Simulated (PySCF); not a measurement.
Two species compared at the same levels of theory.

First species: C₅H₁₃F₂NSi.
Atom-mapped SMILES: `[CH3:1][N:2]([CH3:3])[SiH2:4][C@@H:5]([F:6])[CH2:7][CH2:8][F:9]` (hydrogens: H10, H11, H12 on C1; H13, H14, H15 on C3; H16, H17 on Si4; H18 on C5; H19, H20 on C7; H21, H22 on C8)

Cartesian coordinates in Å at the GFN2-xTB level; atoms count from 1:
```xyz
22
C5H13F2NSi angstrom
C      2.764   -1.189    0.332
N      1.749   -0.205    0.051
C      2.280    0.923   -0.680
Si     0.103   -0.691   -0.032
C     -0.926    0.931    0.070
F     -1.015    1.505   -1.202
C     -2.341    0.744    0.593
C     -3.121   -0.289   -0.203
F     -2.702   -1.560    0.117
H      3.577   -0.730    0.900
H      2.336   -1.997    0.916
H      3.186   -1.612   -0.587
H      2.722    0.612   -1.634
H      3.059    1.411   -0.088
H      1.494    1.641   -0.889
H     -0.124   -1.472    1.183
H     -0.310   -1.398   -1.253
H     -0.422    1.686    0.684
H     -2.882    1.692    0.538
H     -2.287    0.429    1.635
H     -2.959   -0.163   -1.277
H     -4.191   -0.249    0.024
```

Second species: C5H8F2SSi.
SMILES with atom numbers: `[CH2:1]=[CH:2][SiH2:3][C@@H:4]1[S:5][C@@H:6]1[CH:7]([F:8])[F:9]` (hydrogens: H10, H11 on C1; H12 on C2; H13, H14 on Si3; H15 on C4; H16 on C6; H17 on C7)

Geometry (GFN2-xTB, Å), atoms numbered from 1 in this order:
```
atom  x, y, z in Å
C1    -3.151   -0.407   -0.246
C2    -1.841   -0.479   -0.067
Si3   -0.583    0.520   -1.043
C4     0.584    1.338    0.220
S5     2.178    1.939   -0.409
C6     1.777    0.679    0.806
C7     2.116   -0.742    0.440
F8     3.233   -1.148    1.081
F9     1.128   -1.587    0.846
H10   -3.589    0.262   -0.969
H11   -3.847   -1.008    0.318
H12   -1.460   -1.174    0.672
H13    0.204   -0.327   -1.943
H14   -1.188    1.629   -1.782
H15    0.118    2.069    0.876
H16    2.051    0.919    1.831
H17    2.264   -0.892   -0.639
```

Levels: PBE0/pcSseg-1 for dipole moment, HOMO energy, LUMO energy and HOMO–LUMO gap; GFN2-xTB for rotational constant A and rotational constant C. Geometries: GFN2-xTB. All species are isolated and taken at one optimised geometry, non-relativistic unless stated. Electronic properties by PySCF.

Dipoles, sizes and rotational constants follow the conformer. The torsions of the flexible species, by atom-mapped SMILES:
- `[CH3:1][N:2]([CH3:3])[SiH2:4][C@@H:5]([F:6])[CH2:7][CH2:8][F:9]`: C1–N2–Si4–C5 165°, N2–Si4–C5–F6 84°, Si4–C5–C7–C8 -55°, C5–C7–C8–F9 75°
- `[CH2:1]=[CH:2][SiH2:3][C@@H:4]1[S:5][C@@H:6]1[CH:7]([F:8])[F:9]`: C1–C2–Si3–C4 130°, C2–Si3–C4–S5 162°, S5–C6–C7–F8 103°

Values for the first species:

* Dipole moment: 1.31 D
* HOMO energy: -6.27 eV
* LUMO energy: 1.17 eV
* HOMO–LUMO gap: 7.44 eV
* Rotational constant A: 2.291 GHz
* Rotational constant C: 0.630 GHz

Estimate the same properties for the second species, and the change in each.

```tsv
property	first	second	second less first
dipole moment	1.31 D	2.07 D	+0.76 D
HOMO energy	-6.27 eV	-6.95 eV	-0.68 eV
LUMO energy	1.17 eV	-0.75 eV	-1.92 eV
HOMO–LUMO gap	7.44 eV	6.20 eV	-1.24 eV
rotational constant A	2.291 GHz	1.606 GHz	-0.685 GHz
rotational constant C	0.630 GHz	0.566 GHz	-0.064 GHz
```

On the first: The dipole matches unit charges of opposite sign 0.27 Å apart (1 e·Å = 4.8032 D). A dipole of 1.31 D is allowed in C1, and pure rotational transitions are dipole-allowed.

On the second: The dipole equals about 6.9 × 10⁻³⁰ C·m (1 D = 3.33564 × 10⁻³⁰ C·m).
